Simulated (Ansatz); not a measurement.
**Question.** Predict a relaxed structure of [InH4]- (InH4⁻), charge -1, singlet, at PBE-D4/def2-TZVPD (Ansatz).

**Answer.** 
Cartesian coordinates in Å:
```
In 0.000 0.000 0.000
H -1.398 -1.028 0.457
H 0.166 1.338 1.184
H -0.265 0.679 -1.640
H 1.497 -0.989 -0.002
```
Point group Td (tolerance 0.1 Å). This is one stationary point.

In the def2 sets In takes a core potential; there is no spin–orbit coupling.
